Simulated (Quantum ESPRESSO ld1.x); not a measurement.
Q: Species: Mn III. Configuration: [Ar] 3d4 4p1 (not the ground configuration). Calculated with ld1.x of Quantum ESPRESSO 7.5: scalar-relativistic Kohn-Sham, PBE, spin-unpolarised, spherical densities, point nucleus. Some entries of the table are withheld. Estimate them.

orbital  occ.  eigenvalue (Ry)  <1/r> (bohr^-1)
1s          2         -474.513              (1)
2s          2         -56.6634            5.304
2p          6              (2)              (3)
3s          2         -8.22024              (4)
3p          6              (5)            1.541
3d          4         -2.30745            1.226
4p          1         -1.19390           0.4473

A: 
(1) 1s <1/r> (bohr^-1): 24.93
(2) 2p eigenvalue (Ry): -48.2987
(3) 2p <1/r> (bohr^-1): 5.202
(4) 3s <1/r> (bohr^-1): 1.673
(5) 3p eigenvalue (Ry): -5.90376
